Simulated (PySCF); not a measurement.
C₂H₇ClS₂Si.

```xyz
13

Si     0.0026     0.4450     0.2026
Cl     0.5914     0.4368     2.2009
S      1.1656    -0.8854    -1.0081
C      2.6941     0.1243    -1.1852
S     -2.0283    -0.2180     0.1669
C     -2.3784     0.0387    -1.6237
H      0.1976     1.8476    -0.3050
H      3.3584    -0.4275    -1.8762
H      3.2028     0.2388    -0.2090
H      2.4731     1.1204    -1.6157
H     -2.3743     1.1153    -1.8823
H     -1.6491    -0.5050    -2.2536
H     -3.3911    -0.3701    -1.7994
```
Charge 0, spin multiplicity 1.

Geometry optimised at PBE-D3(BJ)/def2-SVP. Other conformers were not sampled.

The numbers are results of PySCF with HF/pcSseg-1, not measurements. Non-relativistic, no solvent.

Computed absolute GIAO shielding of each atom: isotropic value and principal components (ppm):
| atom | σ(iso) | σ11 | σ22 | σ33 | span |
|---|---|---|---|---|---|
| Si1 | 361.0 | 320.2 | 356.0 | 406.9 | 86.7 |
| Cl2 | 950.5 | 863.2 | 941.6 | 1046.9 | 183.7 |
| S3 | 686.4 | 618.5 | 642.5 | 798.0 | 179.5 |
| C4 | 176.7 | 165.4 | 172.6 | 192.2 | 26.9 |
| S5 | 705.8 | 613.7 | 643.6 | 860.2 | 246.5 |
| C6 | 176.3 | 166.2 | 171.0 | 191.7 | 25.4 |
| H7 | 26.2 | 23.8 | 23.9 | 31.0 | 7.3 |
| H8 | 29.3 | 23.3 | 26.1 | 38.5 | 15.2 |
| H9 | 29.3 | 22.9 | 28.2 | 36.9 | 14.0 |
| H10 | 29.7 | 24.0 | 27.7 | 37.3 | 13.3 |
| H11 | 29.6 | 24.2 | 26.9 | 37.5 | 13.3 |
| H12 | 29.4 | 22.6 | 29.9 | 35.7 | 13.1 |
| H13 | 29.4 | 23.3 | 26.1 | 38.7 | 15.4 |
